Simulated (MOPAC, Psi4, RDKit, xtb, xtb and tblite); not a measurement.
Two geometries of SMILES Fc1c(c(-c2ccccc2)c(F)c(F)c1F)F (C₁₂H₅F₅), relaxed at GFN2-xTB with one dihedral held; other torsions can differ between them too.

Structure A

```
22

F      4.8338    -0.9266    -0.1164
C      3.5255    -0.6800    -0.1504
C      2.9947     0.2916    -0.9850
F      3.7969     1.0035    -1.7807
C      1.6268     0.5452    -1.0101
F      1.2789     1.4981    -1.8851
C      0.6838    -0.1425    -0.2222
C     -0.7660     0.1655    -0.2241
C     -1.6734    -0.5434     0.5760
C     -3.0197    -0.2311     0.5980
C     -3.5204     0.8043    -0.1695
C     -2.6442     1.5212    -0.9634
C     -1.2972     1.2130    -0.9902
C      1.2712    -1.1178     0.6065
F      0.5561    -1.8807     1.4436
C      2.6362    -1.3853     0.6460
F      3.0831    -2.3350     1.4717
H     -1.3654    -1.3668     1.1905
H     -3.6799    -0.8082     1.2279
H     -4.5717     1.0478    -0.1489
H     -3.0061     2.3364    -1.5716
H     -0.6821     1.8212    -1.6244
```

Structure B

```
22

F     -4.7607    -0.9793    -0.1972
C     -3.4578    -0.6972    -0.1854
C     -2.9483     0.2855    -1.0291
F     -3.7655     0.9466    -1.8514
C     -1.5869     0.5708    -1.0079
F     -1.1091     1.5163    -1.8225
C     -0.7130    -0.1032    -0.1610
C      0.7374     0.2105    -0.1489
C      1.2304     1.1858     0.7083
C      2.5830     1.4758     0.7157
C      3.4450     0.7968    -0.1285
C      2.9535    -0.1754    -0.9829
C      1.6021    -0.4709    -0.9959
C     -1.2443    -1.0810     0.6737
F     -0.4324    -1.7473     1.4998
C     -2.6021    -1.3842     0.6706
F     -3.0868    -2.3270     1.4813
H      0.5544     1.7129     1.3649
H      2.9629     2.2344     1.3832
H      4.5000     1.0253    -0.1206
H      3.6226    -0.7068    -1.6425
H      1.2142    -1.2283    -1.6606
```

### Question
Which is lower in energy at the level B3LYP-D3(BJ)/def2-SVP // GFN2-xTB in Psi4, and by how much?

### Answer
B is lower, by 11.75 kJ/mol (dihedral C5–C7–C8–C9: 180° in A, 90° in B).

E(B) − E(A) in kJ/mol at the other levels, on the same two geometries: GFN2-xTB (xtb and tblite) -17.20; MMFF94 // GFN2-xTB (RDKit) -20.48; B3LYP/def2-SVP // GFN2-xTB (Psi4) -12.04; PBE/def2-SVP // GFN2-xTB (Psi4) -9.72; PBE-D3(BJ)/def2-SVP // GFN2-xTB (Psi4) -9.68; UFF // GFN2-xTB (RDKit) -86.27; PM3, restricted, heats of formation // GFN2-xTB (MOPAC) -31.92; PM6, restricted, heats of formation // GFN2-xTB (MOPAC) -39.77; GFN1-xTB // GFN2-xTB (xtb) -8.39.
